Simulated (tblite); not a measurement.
C7H8N (doublet state).
SMILES with atom numbers: `[CH2:1][c:2]1[cH:3][cH:4][cH:5][cH:6][c:7]1[NH2:8]` (hydrogens: H9, H10 on C1; H11 on C3; H12 on C4; H13 on C5; H14 on C6; H15, H16 on N8)

A start from a force field or distance geometry was refined with GFN2-xTB geometry optimisation, gas phase (tblite 0.8.0). Values at the start:

```tsv
coordinate	start
C1–C2	1.474 Å
C1–H9	1.102 Å
C1–H10	1.102 Å
C2–C3	1.417 Å
C2–C7	1.363 Å
C3–C4	1.395 Å
C3–H11	1.083 Å
C4–C5	1.386 Å
C4–H12	1.091 Å
C5–C6	1.386 Å
C5–H13	1.090 Å
C6–C7	1.373 Å
C6–H14	1.083 Å
C7–N8	1.435 Å
N8–H15	1.031 Å
N8–H16	1.050 Å
C1–C2–C3	116.6°
C2–C3–C4	119.3°
C2–C7–N8	122.2°
C3–C2–C7	120.9°
C3–C4–C5	118.1°
C4–C5–C6	122.0°
C5–C6–C7	119.6°
C6–C7–N8	117.7°
```

How do these coordinates change at the GFN2-xTB level?

```
coordinate  GFN2-xTB (Å or °)  change
     C1–C2              1.375  -0.099
     C2–C7              1.440  +0.077
     C7–N8              1.373  -0.062
    N8–H16              1.007  -0.043
     C3–C4              1.367  -0.028
     C1–H9              1.074  -0.028
    C1–H10              1.075  -0.027
    N8–H15              1.005  -0.026
     C6–C7              1.388  +0.015
    C5–H13              1.079  -0.011
    C4–H12              1.080  -0.011
     C4–C5              1.396  +0.010
     C2–C3              1.426  +0.009
    C3–H11              1.080  -0.003
     C5–C6              1.383  -0.003
    C6–H14              1.082  -0.001
  C3–C2–C7              116.6    -4.3
  C1–C2–C3              120.1    +3.5
  C2–C3–C4              122.2    +2.9
  C4–C5–C6              119.8    -2.2
  C3–C4–C5              120.1    +2.0
  C6–C7–N8              119.6    +1.9
  C5–C6–C7              121.4    +1.8
  C2–C7–N8              120.5    -1.7
```

The energy falls by 1.664 eV over 49 L-BFGS steps, the largest force on an atom goes from 3.04 to 0.010 eV/Å, and the atoms move by 0.516 Å rms after alignment. The bond that changes most is C1–C2 (ends: carbon bonded to C and 2 H; carbon bonded to 3 C), which shortens by 0.099 Å. Bonds longer at the end by more than 0.005 Å: 4 of 16; shorter: 9. Among the dihedrals that turn most is H10–C1–C2–C3, from -97° to 0°. Rotational constants go from 3325, 2256, 1366 to 3282, 2330, 1364 MHz.

Its GFN2-xTB frequencies are all real (lowest 114 cm⁻¹).

One conformer stands for the species.

The numbers are calculated, not measured.
